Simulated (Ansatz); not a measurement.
Ideal-gas functions of CdFHO (`[OH][Cd][F]`) at 400 K and 1 bar, from an Ansatz frequency run at PBE0-D4/def2-TZVP.

Molar mass 148.42 g/mol, point group Cs (symmetry number 1), electronic degeneracy 1, moments of inertia 0.759, 136.948, 137.707 u Å². Harmonic wavenumbers (cm⁻¹, unscaled): 141, 146, 542, 646, 831, 3885.

Use S(trans) = R[1.5 ln M + 2.5 ln T − 1.1517]; rotational temperatures θ = 24.2544 K / I; S(rot) = R[ln(√π/σ · √(T³/θAθBθC)) + 1.5]; for each mode x = 1.438777 ν̃/T, S = R[x/(eˣ − 1) − ln(1 − e⁻ˣ)] and H = RT x/(eˣ − 1); 1 cm⁻¹ = 0.0119627 kJ/mol; R = 8.31446 J/(mol·K).

By hand: the entropy, in J/(mol·K).

Translation 177.3. Rotation: θ = 31.9557, 0.1771, 0.1761 K, giving 92.0. Vibration, mode by mode: 14.05, 13.76, 3.97, 2.95, 1.75, 0.00, in all 36.5. Electronic 0.0. Sum 305.8 J/(mol·K).

By hand: H − E and G − E in kJ/mol, counted from the electronic energy.

Zero-point energy ½ × 6191 × 0.0119627 = 37.0; thermal vibration 7.5; translation, rotation and pV give 4 RT = 13.3. H − E = 57.8 kJ/mol, and G − E = 57.8 − 400 × 305.8/1000 = -64.5 kJ/mol.

Vibration gives 12 % of the entropy, 27.8 J/(mol·K) of it from the modes under 150 cm⁻¹: soft modes count most, and the harmonic formula is weakest for them. The sum counts one conformer and one mirror image; others add a mixing term.
